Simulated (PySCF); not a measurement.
ethylenediamine cation (C2H8N2), SMILES C(CN)N (connectivity only; charge and spin as stated), charge +1, multiplicity 2.

Coordinates come from a PBE0-D3(BJ)/def2-SVP optimisation. The spin state was assumed, not searched. One conformer was computed; it need not be the lowest.

Calculation: PySCF with TDA-PBE/def2-SVPD.

Vertical excitations. 

| state | energy (eV) | λ (nm) | f | main pairs |
|---|---|---|---|---|
| root 1 | 3.62 | 343 | 0.341 | β HOMO→LUMO 92 % |
| root 2 | 4.30 | 289 | 0.000 | β HOMO−1→LUMO 100 % |
| root 3 | 5.53 | 224 | 0.003 | β HOMO−3→LUMO 100 % |
| root 4 | 5.64 | 220 | 0.000 | β HOMO−2→LUMO 95 % |
| root 5 | 5.98 | 207 | 0.000 | α HOMO→LUMO 99 % |
| root 6 | 6.34 | 196 | 0.007 | α HOMO→LUMO+1 99 % |
| root 7 | 7.08 | 175 | 0.014 | α HOMO→LUMO+2 100 % |
| root 8 | 7.26 | 171 | 0.000 | β HOMO−4→LUMO 98 % |
| root 9 | 7.29 | 170 | 0.001 | β HOMO→LUMO+1 96 % |
| root 10 | 7.55 | 164 | 0.056 | α HOMO→LUMO+3 83 %, β HOMO−5→LUMO 6 % |
Unrestricted roots are not spin-pure.
